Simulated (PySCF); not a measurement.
A structure optimised at PBE0-D3(BJ)/def2-TZVPD, used in a PySCF frequency run:

```
As
H 1 1.5217
H 1 1.5217 2 92.08
H 1 1.5217 2 92.08 3 -92.16
```
Charge 0, spin multiplicity 1.

Question: Write its SMILES, formula and point group.

Answer: [AsH3], AsH₃, C3v

Question: What are its rotational constants (standard atomic weights)?

Answer: 112.31, 112.31, 104.47 GHz
